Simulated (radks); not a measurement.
Problem. These are the eigenvalues of the occupied orbitals of an atom or ion with whole-number occupations (Ry). All-electron calculation, scalar-relativistic Kohn-Sham, r2SCAN, spin-unpolarised, spherical densities, finite nucleus; meta-GGA in the generalised Kohn-Sham scheme; Fermi nuclear charge, rms radius of each element as measured or else 0.836 A^(1/3) + 0.57 fm. Program: a radial shooting solver on a logarithmic mesh with Libxc functionals.

orbital  eigenvalue
1s        -5272.137
2s        -916.0512
2p        -799.3020
3s        -212.8369
3p        -178.2486
3d        -138.9500
4s        -44.85356
4p        -33.45872
4d        -19.08291
5s         -6.41218
5p         -3.55835
4f         -3.15588
6s         -0.45088
5d         -0.40026

Which element is it, and in what charge state? The configuration may be excited.

Solution. Z = 75, rhenium, charge 0: Re in [Xe] 4f14 5d5 6s2. The list shows which subshells hold electrons but not how many an open one holds; the 1s level, -2636.1 hartree, gives Z - s = 72.6 by -(Z - s)^2/2, which with screening and relativity narrows Z to a few neighbours, and the depths of the outer levels then fix element, charge and occupations together.
